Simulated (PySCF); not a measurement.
## In: electron affinity

In⁻ [Kr] 4d10 5s2 5p2 (3P) → In [Kr] 4d10 5s2 5p1 (2P), as a difference of total energies. Calculation: PySCF 2.14, in aug-cc-pwCVTZ-PP with ECP28MDF (8s7p6d4f1g, 96 functions); scalar relativity through the core potential. Correlated levels: valence: 4s2 4p6 4d10 frozen; valence and next inner shell: nothing frozen outside the core potential. The calculations carry no spin-orbit coupling.

```json
{"method": "UHF", "electron affinity (eV)": "0.073"}
{"method": "LDA", "electron affinity (eV)": "0.635"}
{"method": "PBE", "electron affinity (eV)": "0.532"}
{"method": "PBE0", "electron affinity (eV)": "0.489"}
{"method": "r2SCAN", "electron affinity (eV)": "0.561"}
{"method": "wB97X", "electron affinity (eV)": "0.222"}
{"method": "B97-3", "electron affinity (eV)": "0.313"}
{"method": "BLYP", "electron affinity (eV)": "0.389"}
{"method": "HSE06", "electron affinity (eV)": "0.517"}
{"method": "MP2 (valence)", "electron affinity (eV)": "0.356"}
{"method": "SCS-MP2 (valence)", "electron affinity (eV)": "0.269"}
{"method": "MP2 (valence and next inner shell)", "electron affinity (eV)": "0.357"}
{"method": "SCS-MP2 (valence and next inner shell)", "electron affinity (eV)": "0.254"}
```

Question: How much does correlation contribute at MP2 (valence and next inner shell)?

Answer: 0.357 − (0.073) = 0.284 eV, measured against UHF.

The reference lies between the lowest fine-structure levels, while these numbers refer to the centres of the terms.

Errors of the correlated levels include the incompleteness of this basis and the frozen core.

In the anion the highest occupied orbital energy is positive at LDA, PBE, PBE0, r2SCAN, B97-3, BLYP, HSE06, a self-interaction effect; the basis confines that electron, and the energy difference can still be sensible.

For comparison: 0.384 eV (measured; photodetachment measurements, as compiled on the Wikipedia data page of electron affinities).
